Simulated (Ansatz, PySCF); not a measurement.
This PySCF input computes a BLYP/def2-TZVPD energy:

```python
from pyscf import gto, scf, dft

mol = gto.M(
    atom='''
    Ga   -0.00000000   -0.00000000   -0.75169122
    Cl    0.00000000    0.00000000    1.37073104
    ''',
    basis='def2-tzvpd',
    charge=1,
    spin=1,
    symmetry='C2v',
    verbose=4,
)

mf = dft.UKS(mol, xc='blyp').density_fit(auxbasis='def2-universal-jkfit')
mf.grids.level = 3
mf.conv_tol = 1e-9
mf.max_cycle = 100
mf.max_memory = 1500
mf.kernel()
if not mf.converged:
    mf = mf.newton()
    mf.kernel(mf.make_rdm1())
mf.analyze()
```

### Question
Write an input for the same energy in Ansatz (a quantum-chemistry and plane-wave program) and say what it gives.

### Answer

Ansatz 0.2 input:
```yaml
crystal:
  periodic: [false, false, false]
  atoms:
    - {symbol: Ga, position_ang: [-0.00000000, -0.00000000, -0.75169122]}
    - {symbol: Cl, position_ang: [0.00000000, 0.00000000, 1.37073104]}
basis:
  gaussian:
    orbitals: def2-TZVPD
hamiltonian:
  xc: {name: BLYP}
total_charge: 1
magnetization: {spin_polarized: true, initial_magnetization: 1}
output: {forces: true}
```
It gives -2384.85492 Eh, and PySCF -2384.85495 Eh, a difference of 0.03 mEh, from the treatment of integrals and grids.
